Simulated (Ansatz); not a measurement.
A barrier at the coupled-cluster level

Start structure (GeH2ClF3, closed shell), relaxed at PBE0-D4/def2-TZVP:

```xyz
7
angstrom
Ge -0.7379 -0.0956 0.5840
H 0.3528 0.0764 1.6192
F -0.2554 -1.0790 -0.7389
F -2.1252 -0.8591 1.2231
F -1.2754 1.3711 -0.0993
H 1.6649 -0.1649 -1.5683
Cl 2.3761 0.7511 -1.0197
```

The step: GeHF₃ ([F][GeH]([F])[F]) + HCl → GeClF₃ ([F][Ge]([F])([F])[Cl]) + H₂; bonds formed: Ge1–Cl7, H2–H6; bonds broken: Ge1–H2, H6–Cl7. Computed with Ansatz 0.2.0 (basis: def2-TZVPP and def2-QZVPP); correlated methods freeze the cores. Filled d shells of the heavier atoms are correlated. The def2 sets are not built for correlating such inner shells, so the correlated values are less sure here. Extrapolation: Hartree–Fock as exp(−7.88 √X), correlation as X^−2.97. Energies below are by CCSD(T) at an estimated basis limit (MP2 extrapolated from triple and quadruple zeta, plus CCSD(T) − MP2 in triple zeta).

(1) What are the electronic barrier and the energy of the step, from the start structure to the end structure? (An estimate is asked for; the value comes from the calculation.)

No T1 diagnostic of these runs exceeds 0.013. The end structure is not quite a true minimum (one mode of 90i cm⁻¹).

## Answers

(1) The calculation gives: Barrier 2.184 eV; step energy -0.259 eV (downhill); reverse barrier, their difference, 2.442 eV. Barrier and step energy count from the start structure, the reverse barrier from the end structure.

The saddle point: One imaginary mode of 1212i cm⁻¹.
| pair | start (Å) | saddle (Å) | end (Å) |
| --- | --- | --- | --- |
| Ge1–Cl7 | 3.60 | 2.43 | 2.09 |
| H2–H6 | 3.46 | 1.07 | 0.75 |
| Ge1–H2 | 1.51 | 1.70 | 3.44 |
| H6–Cl7 | 1.28 | 1.53 | 3.45 |

Zero-point energy (harmonic, PBE0-D4): ZPE is 0.635 eV at the start and 0.587 eV at the saddle, so the barrier goes from 2.184 to 2.135 eV.

Labels in which every atom is bracketed show which atoms are joined, not bond orders.

For scale, one of the runs: CCSD(T)/def2-TZVPP, 211 basis functions, launched by `ansatz run in.yaml --threads 8 --pin off --events-out ev --progress --plain --max-ram 19148MiB`. Time: 18 s of wall clock on 8 CPU threads of an Intel Xeon 6975P-C; the host was shared. Peak host memory: 3.5 GiB.
